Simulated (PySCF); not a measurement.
Electrostatic solvation of a mixed set.

All values: PBE0/def2-SVPD (PySCF, non-relativistic), each on one gas-phase PBE0-D3(BJ)/def2-SVP geometry that isn't relaxed in the solvent. The solvent is an IEF-PCM continuum (cavity from Bondi-type radii × 1.2). Only the electrostatic response of the medium enters.

Question: Order them by E(solvent) − E(gas) in dimethylsulfoxide (ε = 46.83), most negative first (kcal/mol).
A. `[CH2:1]=[N:2][SiH2:3][O:4][CH2:5][CH3:6]` with C1–N2–Si3–O4 124°, N2–Si3–O4–C5 58°, Si3–O4–C5–C6 -171°
B. `[OH:1][Si@H:2]1[CH2:3][CH2:4][CH2:5][NH:6]1` with H–O1–Si2–C3 -63°, O1–Si2–C3–C4 99°, Si2–C3–C4–C5 37°, C3–C4–C5–N6 -41°, C4–C5–N6–Si2 25°
C. `[CH2:1]=[N:2][SiH2:3][CH2:4][O:5][CH3:6]` with C1–N2–Si3–C4 121°, N2–Si3–C4–O5 -170°, Si3–C4–O5–C6 -73°

Answer: B (-5.2), C (-4.8), A (-3.9).

```tsv
SMILES	charge	ΔE (kcal/mol)	polarisation term (kcal/mol)	HOMO shift (eV)	dipole gas (D)	dipole solvent (D)	atoms	lowest singlet, gas (eV)	lowest singlet, solvent (eV)
O[Si@H]1CCCN1	0	-5.2	-5.9	+0.13	2.13	2.77	15	6.08	6.16
C=N[SiH2]COC	0	-4.8	-5.7	0.00	0.79	1.15	15	4.09	4.20
C=N[SiH2]OCC	0	-3.9	-4.6	-0.01	0.99	1.38	15	4.03	4.13
```

The polarisation term is half the interaction of the solute with the induced surface charges. Singlets are vertical TDDFT energies (frozen core, non-equilibrium response), the lowest in each medium.
